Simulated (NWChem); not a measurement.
Molecule: C$_{3}$H$_{4}$S; SMILES C#CCS

```xyz
8

C      0.4825     2.3134     0.0000
C     -0.1300     1.2734     0.0000
C     -0.8514     0.0104     0.0000
S      0.3561    -1.4064     0.0000
H      1.0167     3.2359     0.0000
H     -1.4879    -0.0670    -0.8875
H     -1.4879    -0.0670     0.8875
H     -0.5838    -2.3784     0.0000
```
Atoms are numbered in this order, from 1.

Program: NWChem. The geometry was optimised at B3LYP/6-31G* (spherical d). Level: PBE/def2-SVP with SMD (1 M gas to 1 M solution), gas-phase geometry.

For solvent benzene:

| Property | Result |
|---|---|
| dipole in solution (D) | 1.82 |

Q: What are these values for solvent anisole?

A: The dipole in solution (D) comes out as 1.95.
